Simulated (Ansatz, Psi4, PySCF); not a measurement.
Species: NO2, charge 0, multiplicity 2. SMILES: [N+]([O-])=O
Structure (B3LYP-D3(BJ)/def2-TZVP (Ansatz, an electronic-structure program) minimum search):
```xyz
3

N      0.0134    -0.0054    -0.3206
O      1.0522     0.2917     0.1797
O     -1.0640    -0.2870     0.1008
```
Charge 0, spin multiplicity 2.

Quantity: atomisation energy, in kcal/mol. Conventions: 6-31G* and kin with 6d, 5d where marked; no spin-orbit coupling; atomisation electronic, to ground-state atoms; valence correlation only; no dispersion term unless named; UHF or UKS for open shells; 6-311+G** with 5d; LANL2DZ all-electron up to Ne; non-relativistic. First-principles rows: single points at B3LYP-D3(BJ) geometries (Ansatz). A UHF reference is markedly spin-contaminated in at least one set, which strains HF and MP2.

```tsv
level	program	atomisation energy (kcal/mol)
HF/6-31G*	Ansatz	47.4
PBE/LANL2DZ	Ansatz	209.9
BP86/def2-SVP	PySCF	273.0
B3LYP/3-21G	Ansatz	176.0
B3LYP/6-31G	Ansatz	177.7
B3LYP/6-31G*	Ansatz	229.7
wB97X-D/6-311+G**	Psi4	224.2
B2PLYP-D3(BJ)/def2-TZVPD	Ansatz + dftd3	231.2
```

No value to compare with is used here. The 7 habitual levels span 47.4 (HF/6-31G*) to 273.0 kcal/mol (BP86/def2-SVP); B2PLYP-D3(BJ)/def2-TZVPD gives 231.2.

The levels are drawn from those run, B3LYP/6-31G* more often than the rest, none by its result; left out are runs that failed, that the program found above a lower state of the same kind, or whose <S^2> lies over 0.5 above the pure value.
